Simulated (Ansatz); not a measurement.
```yaml
crystal:
  periodic: [false, false, false]
  atoms:
    - {symbol: O, position_ang: [1.756512, -1.534574, 0.213202]}
    - {symbol: C, position_ang: [0.956772, -0.884772, 0.719146]}
    - {symbol: O, position_ang: [0.150261, -0.248461, 1.271387]}
    - {symbol: Sn, position_ang: [-1.101180, 1.562155, -0.262265]}
    - {symbol: F, position_ang: [0.408339, 0.881617, -1.323549]}
    - {symbol: H, position_ang: [-2.128704, 0.160135, -0.664021]}
basis:
  gaussian: {orbitals: def2-SVP, fitting: {mean_field: cc-pVTZ-jkfit}}
magnetization: {spin_polarized: true, initial_magnetization: 2}
hamiltonian: {xc: {name: LC-wPBE}}
accuracy: high
```

```sh
$ ansatz run in.yaml --threads 2 --pin off --events-out ev --progress --plain --max-ram 4352MiB
```

Shortened log:

```
Functional definition: LC-wPBE
Error: <dir> the basis set cc-pVTZ-JKFIT has no functions for Sn
```
